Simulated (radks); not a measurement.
Values are calculated unless marked as measured or tabulated.
Polarisability of the neon ion Ne7+, [He] 2s1, at imaginary frequency. Code: a radial shooting solver on a logarithmic mesh with Libxc functionals. Model: scalar-relativistic Kohn-Sham, LB94 model potential, spin-polarised, spherical densities, finite nucleus; open shells are filled with parallel spins first; Fermi nuclear charge, rms radius 3.0055 fm. Response by self-consistent Sternheimer equations with the Hartree and adiabatic LDA kernel, the relativistic mass of each level held fixed and spin-orbit coupling left out.

| w (hartree) | alpha1(iw) (bohr^3) | alpha2(iw) (bohr^5) |
|---|---|---|
| 0.00266 | 0.4295 | 0.03912 |
| 0.0143 | 0.4292 | 0.03912 |
| 0.0360 | 0.4279 | 0.03912 |
| 0.0697 | 0.4234 | 0.03911 |
| 0.118 | 0.4124 | 0.03910 |
| 0.186 | 0.3897 | 0.03907 |
| 0.280 | 0.3489 | 0.03901 |
| 0.413 | 0.2871 | 0.03887 |
| 0.605 | 0.2109 | 0.03860 |
| 0.892 | 0.1368 | 0.03800 |
| 1.35 | 0.08009 | 0.03667 |
| 2.12 | 0.04437 | 0.03356 |
| 3.59 | 0.02398 | 0.02653 |
| 6.94 | 0.01130 | 0.01415 |
| 17.5 | 0.003371 | 0.003252 |

Static values: alpha1 = 0.4295 bohr^3 (0.06365 angstrom^3; uncoupled 0.5086), alpha2 = 0.03912 bohr^5, alpha3 = 0.02724 bohr^7. C6 = 0.08561, C8 = 0.07766, triple-dipole C9 = 0.02648 atomic units. One-pole (London) frequency 4 C6 / (3 alpha1^2) = 0.619 hartree, against 8.738 for minus the highest occupied eigenvalue.
